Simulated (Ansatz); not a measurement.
C$_{2}$H$_{6}$GeO$_{2}$, SMILES `[GeH3][O]C1CO1`. Total charge 0; spin multiplicity 1. Correlated methods include outer-core shells of Ge, which these sets cover unevenly. Scalar relativity is left out up to krypton.

```xyz
11

Ge    1.567    0.986    0.143
O    -0.213    0.977    0.330
C    -0.941    0.049   -0.366
C    -1.179   -1.288    0.176
O    -2.177   -0.265    0.189
H     2.024    2.158    1.012
H     2.116   -0.364    0.635
H     1.907    1.193   -1.343
H    -0.958    0.210   -1.446
H    -0.762   -1.526    1.151
H    -1.383   -2.131   -0.480
```

(1) Give the diagnostics of a CCSD(T)/def2-TZVPP run (frozen core, Ansatz 0.2.0). (Best estimate.)

Results:

(1) Ansatz gave: T1 = 0.0124, largest single amplitude 0.012, largest double 0.018, (T) share of the correlation energy 3.8 %, 9 CCSD cycles. The RHF solution is stable towards an unrestricted one. T1 lies under the customary mark of 0.02 for closed shells.
